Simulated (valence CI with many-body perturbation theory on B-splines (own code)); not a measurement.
The numbers below are computed, except where a source is named.
# From CI to CI+MBPT in Te28+

Level of theory: relativistic CI+MBPT: six valence electrons over a frozen Dirac-Fock core [Ar], radial functions for each j: 7 s, 7 p, 8 d, 6 f, 4 g, 1 h, with the one-electron correlation potential Σ1, the two-electron term Σ2, the three-electron term Σ3, Breit, model QED; selected CI, second order for the rest, scaled by the run's own slope (own B-spline code, finite nucleus).

The last digits are not significant, and no measured levels were compared; by estimate large intervals hold to a few tenths of a per cent, small ones and those within an open d or f shell to about a per cent. Core correlation moves these levels by up to 10000 cm⁻¹, and in measured spectra 5 to 20 % of such shifts remained as error; rates that hang on mixing are uncertain with them. Among the levels kept, up to 950 cm⁻¹ of a level comes from second order outside the variational space, and about a tenth of that is noise between levels of different J, which matters for small intervals. Only levels of the ground parity were solved; by the run's estimate the other parity begins above the list, which can be wrong where configurations are misplaced.

Each rung adds one term. CI alone is the Dirac-Coulomb CI over the frozen core; QED comes last and gives the full result, which names the levels. Energies are above (3d3/2^4 3d5/2^2) J=4 on the same rung, in cm⁻¹.

Levels are named by their leading jj configuration (3d3/2^4 stands for four electrons in 3d with j = 3/2), which in mixed levels can hold well under half, so a name can repeat and another be missing. Letters in brackets count levels of one name in rising energy.

```
                    Level  CI alone    + Σ1    + Σ2    + Σ3  + Breit    Full
    (3d3/2^4 3d5/2^2) J=2     36743   36796   34754   33600    35299   35300
(3d3/2^3 3d5/2^3) J=3 [a]     62709   63368   64888   65654    64125   64376
    (3d3/2^4 3d5/2^2) J=0     75652   76081   75526   75328    76450   76591
(3d3/2^3 3d5/2^3) J=1 [a]     82784   83496   84408   84518    84167   84429
    (3d3/2^3 3d5/2^3) J=4    101638  102079  102564  101953   100996  101139
    (3d3/2^3 3d5/2^3) J=6    135592  136232  138782  136977   131283  131493
    (3d3/2^3 3d5/2^3) J=5    134519  135139  136096  135255   131446  131648
(3d3/2^3 3d5/2^3) J=2 [a]    156534  157416  156028  154929   153549  153849
(3d3/2^3 3d5/2^3) J=3 [b]    161148  161889  160628  159977   157955  158195
(3d3/2^2 3d5/2^4) J=2 [a]    169477  170467  170040  168530   166441  166794
(3d3/2^2 3d5/2^4) J=4 [a]    203069  204200  205820  204491   200415  200801
(3d3/2^2 3d5/2^4) J=0 [a]    201147  202270  201392  202212   201143  201540
(3d3/2^3 3d5/2^3) J=1 [b]    211983  212917  208565  209828   209286  209587
(3d3/2^3 3d5/2^3) J=2 [b]    215617  216580  213554  213596   211611  211926
(3d3/2^2 3d5/2^4) J=4 [b]    216823  217981  218314  217504   213018  213415
    (3d3/2^2 3d5/2^4) J=5    228693  230085  232633  231711   224776  225264
(3d3/2^2 3d5/2^4) J=3 [a]    235239  236387  233209  234659   231968  232351
    (3d3/2^3 3d5/2^3) J=0    240305  240916  232049  232242   232766  232916
(3d3/2^2 3d5/2^4) J=3 [b]    248546  249840  248296  247003   243485  243891
```

(1) How does the ionisation energy move along the ladder, and which term matters most?

Results:

(1) CI alone 1604.3, + Σ1 1606.5, + Σ2 1618.2, + Σ3 1618.6, + Breit 1618.1, + QED 1618.1 eV. The largest step is Σ2, 11.7 eV. NIST lists 1618 ± 4 eV (theoretical).
